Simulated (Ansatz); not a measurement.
Reaction (SMILES): Cl[Si]Cl (closed-shell singlet) → 2 Cl atom + Si atom
B3LYP-D3(BJ)/def2-TZVP geometries, fixed; electronic energies without zero-point terms.
Largest species:
```
Si
Cl 1 2.0938
Cl 1 2.0938 2 101.66
```

Basis-set convergence of the atomisation energy at r2SCAN with Ansatz (a quantum-chemistry and plane-wave program). Cartesian d functions, on some or all atoms, in 6-311G**, 6-311+G**; all else is spherical. The program fits the integrals of some runs and decomposes those of others, by size. Open shells are unrestricted. No added dispersion term, no relativity. Functions are those of the species that has most. Reference: the value in aug-cc-pV(5+d)Z, 208.74 kcal/mol, itself unsure by roughly 0.03 kcal/mol (its mean distance from pcseg-4, aug-pcseg-3, aug-cc-pV(Q+d)Z). Deviations are taken from unrounded values.

```csv
basis,functions,atomisation energy (kcal/mol)
def2-SVP,54,204.01
def2-SVPD,78,204.67
pcseg-1,54,199.86
aug-pcseg-1,81,203.72
cc-pV(D+d)Z,69,204.05
aug-cc-pV(D+d)Z,96,205.61
6-311G**,81,198.87
6-311+G**,93,199.93
pcseg-2,102,205.77
aug-pcseg-2,150,208.55
def2-TZVP,111,208.27
def2-TZVPD,135,208.37
cc-pV(T+d)Z,117,208.29
aug-cc-pV(T+d)Z,165,208.34
def2-TZVPP,126,208.33
def2-TZVPPD,150,208.40
cc-pV(Q+d)Z,192,208.65
aug-cc-pV(Q+d)Z,267,208.70
pcseg-3,192,208.69
aug-pcseg-3,267,208.73
def2-QZVPP,210,208.52
def2-QZVPPD,234,208.52
cc-pV(5+d)Z,300,208.72
aug-cc-pV(5+d)Z,408,208.74
```

What the diffuse functions change, pair by pair:
- def2-SVP to def2-SVPD: 24 more functions, deviation -4.74 to -4.07 kcal/mol
- pcseg-1 to aug-pcseg-1: 27 more functions, deviation -8.89 to -5.02 kcal/mol
- cc-pV(D+d)Z to aug-cc-pV(D+d)Z: 27 more functions, deviation -4.70 to -3.14 kcal/mol
- 6-311G** to 6-311+G**: 12 more functions, deviation -9.87 to -8.81 kcal/mol
- pcseg-2 to aug-pcseg-2: 48 more functions, deviation -2.97 to -0.19 kcal/mol
- def2-TZVP to def2-TZVPD: 24 more functions, deviation -0.47 to -0.38 kcal/mol
- cc-pV(T+d)Z to aug-cc-pV(T+d)Z: 48 more functions, deviation -0.45 to -0.41 kcal/mol
- def2-TZVPP to def2-TZVPPD: 24 more functions, deviation -0.42 to -0.34 kcal/mol
- cc-pV(Q+d)Z to aug-cc-pV(Q+d)Z: 75 more functions, deviation -0.09 to -0.04 kcal/mol
- pcseg-3 to aug-pcseg-3: 75 more functions, deviation -0.05 to -0.02 kcal/mol
- def2-QZVPP to def2-QZVPPD: 24 more functions, deviation -0.23 to -0.22 kcal/mol
- cc-pV(5+d)Z to aug-cc-pV(5+d)Z: 108 more functions, deviation -0.02 to 0.00 kcal/mol

Leaving out the reference's own pair, they bring the value nearer the reference by more than 0.03 kcal/mol in 10 of 11 pairs.
